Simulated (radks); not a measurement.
Results of a calculation; reference values are marked as such.
How relativity changes the ionisation of neutral vanadium ([Ar] 3d3 4s2) to V+ ([Ar] 3d4). Spin-unpolarised spherical Kohn-Sham, PBE, point nucleus unless stated (finite: rms radius 3.6002 fm), a radial shooting solver on a logarithmic mesh with Libxc functionals. A level marked "c x" has the speed of light scaled by that factor and shares open shells by 2j + 1; other Dirac levels either fill j = l - 1/2 first or share by 2j + 1.

\begin{tabular}{lrrrrr}
level & E(V) (hartree) & E(V+) (hartree) & IE (eV) & HOMO & <r> HOMO (bohr) \\ \hline
non-rel. & -943.58213 & -943.32840 & 6.904 & 4s & 3.378 \\
scalar-rel. & -949.00523 & -948.74075 & 7.197 & 4s & 3.350 \\
scalar-rel., finite nucleus & -949.00301 & -948.73853 & 7.197 & 4s & 3.350 \\
Dirac, 2j+1 shares & -949.01672 & -948.75223 & 7.197 & 4s1/2 & 3.350 \\
Dirac, low j first & -949.02106 & -948.75736 & 7.176 & 4s1/2 & 3.352 \\
Dirac, 2j+1 shares, finite nucleus & -949.01450 & -948.75001 & 7.197 & 4s1/2 & 3.350 \\
Dirac, c x 1.25 & -947.04289 & -946.78230 & 7.091 & 4s1/2 & 3.360 \\
Dirac, c x 2 & -944.92674 & -944.67033 & 6.977 & 4s1/2 & 3.371 \\
Dirac, c x 5 & -943.79665 & -943.54249 & 6.916 & 4s1/2 & 3.377 \\
\end{tabular}

NIST Atomic Spectra Database: 6.746 eV (measured). The relativistic part of the total energy of V is -5.432 hartree (Dirac, 2j+1 shares, finite nucleus), 0.58 % of the non-relativistic value. Spin polarisation and multiplet splitting of open shells are left out at every level.

Beside tabulated values, note that spin-unpolarised runs miss the spin-polarisation part of the exchange energy of open shells.
